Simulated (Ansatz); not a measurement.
C$_{2}$H$_{6}$FNO$_{2}$W, SMILES `C[N]=[W](=[O])([F])[O]C` at its PBE0-D4/def2-TZVP geometry, where that method's forces vanish. Charge 0, multiplicity 1. W takes the def2 core potential.

```xyz
13

C    -0.3934    2.0670   -1.0238
N     0.0502    1.1552   -0.0303
W     1.1998    0.0902    0.7349
O     2.6114    0.0593   -0.2268
F     1.5761    0.7542    2.4500
O     0.4452   -1.6150    0.7842
C    -0.7478   -2.2359    0.3730
H    -0.6313    3.0340   -0.5698
H    -1.3041    1.6928   -1.5021
H     0.3672    2.2206   -1.7972
H    -1.1086   -2.8743    1.1826
H    -1.5130   -1.4931    0.1312
H    -0.5517   -2.8550   -0.5060
```

Q: What forces (eV/Å) does r2SCAN-D4/def2-TZVPP give on these atoms in the Gaussian-basis code of Ansatz? (An estimate is asked.)

A: The calculation gave: 
```
C1  -0.043  0.097 -0.102
N2  -0.310  0.213 -0.104
W3  -0.033 -0.140  0.445
O4   0.450 -0.011 -0.303
F5   0.028  0.040  0.091
O6   0.168 -0.083  0.088
C7  -0.264 -0.150 -0.090
H8  -0.003  0.000 -0.016
H9   0.004  0.013 -0.005
H10 -0.005  0.008 -0.008
H11  0.004  0.006 -0.011
H12  0.008  0.002  0.004
H13 -0.004  0.004  0.010
```
